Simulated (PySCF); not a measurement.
The vertical singlet excitations below were computed for one of the candidates. Computed with TDDFT CAM-B3LYP/def2-SVPD, vertical, gas phase, core orbitals frozen in the response (PySCF 2.14.0, density-fitted response routines). Geometries: PBE0-D3(BJ)/def2-SVP, one conformer each. Relativistic effects are left out although some hold elements past zinc.

```csv
state,λ (nm),f
S1,173.2,0.022
S2,164.6,0.034
S3,160.6,0.0041
S4,160.3,0.085
S5,155.7,0.0038
S6,154.2,0.013
S7,151.1,0.111
S8,147.9,0.0017
S9,146.9,0.0073
S10,146.2,0.020
```

Triplets computed (Tamm–Dancoff): 7.02, 7.32, 7.51, 7.57 eV.

Question: Which structure fits? All have the formula C6H14Ge.
A. `[CH3][GeH2][CH]1CCCC1`
B. `C=[C](C)[GeH2][CH](C)C`
C. `[CH3][Ge]1([CH3])[CH2]CC[CH2]1`

Answer: C. Its S1 lies at 7.16 eV; the nearest of the others has S1 at 7.56 eV. S1 is HOMO→LUMO (89%). Löwdin shares by element: HOMO carbon 53% or more, germanium 20% (atoms not listed hold the other 27%); LUMO germanium 23%, carbon 18% or more, hydrogen 5% or more (atoms not listed hold the other 54%). At the same level the other candidates give, for their lowest levels:
- `C=[C](C)[GeH2][CH](C)C`: 187 nm (f 0.021); 179 nm (f 0.281); 176 nm (f 0.083); 169 nm (f 0.026); 160 nm (f 0.012); T1 4.23 eV; HOMO -8.56, LUMO 1.03 eV
- `[CH3][GeH2][CH]1CCCC1`: 164 nm (f 0.013); 156 nm (f 0.026); 151 nm (f 0.084); 150 nm (f 0.160); 147 nm (f 0.062); T1 7.39 eV; HOMO -9.18, LUMO 1.20 eV

Without π bonds the low states are Rydberg-like; a valence basis with one diffuse set may place them up to an eV too high.
